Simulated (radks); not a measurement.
V+, 22 electrons, occupied as [Ne] 3s2 3p5.75 3d4 4p0.25 (fractional occupations, a model configuration). Method: scalar-relativistic Kohn-Sham, PBE, spin-polarised, spherical densities, point nucleus; open shells are filled with parallel spins first; computed with a radial shooting solver on a logarithmic mesh with Libxc functionals.

Normalised radial functions P(r) = r R(r), r in bohr:

r         3s down    3p up   3d up
0.0025     0.0588   0.0009  0.0000
0.00379    0.0860   0.0020  0.0000
0.005745   0.1237   0.0045  0.0000
0.008708   0.1735   0.0097  0.0001
0.0131     0.2326   0.0206  0.0002
0.01985    0.2945   0.0433  0.0005
0.03009    0.3341   0.0877  0.0017
0.04562    0.3063   0.1679  0.0053
0.0686     0.1567   0.2912  0.0153
0.104     -0.1457   0.4458  0.0422
0.1576    -0.4913   0.5451  0.1056
0.2389    -0.5711   0.4205  0.2324
0.3593    -0.0991  -0.0466  0.4294
0.5447     0.7306  -0.7093  0.6590
0.8257     1.1416  -1.0612  0.7994
1.252      0.7848  -0.8186  0.7461
1.882      0.2689  -0.3550  0.5461
2.853      0.0384  -0.0748  0.3007
4.325      0.0016  -0.0058  0.1105
6.557      0.0000  -0.0001  0.0215
9.86       0.0000  0.0000  0.0016

3s down: eigenvalue -72.026 eV, 2 radial nodes at r = 0.0870, 0.379 bohr, <r> = 0.955 bohr, 90 % of the charge inside 1.43 bohr. 3p up: eigenvalue -49.908 eV, 1 radial node at r = 0.348 bohr, <r> = 1.03 bohr, 90 % of the charge inside 1.58 bohr. 3d up: eigenvalue -11.318 eV, 0 radial nodes, <r> = 1.45 bohr, 90 % of the charge inside 2.55 bohr.
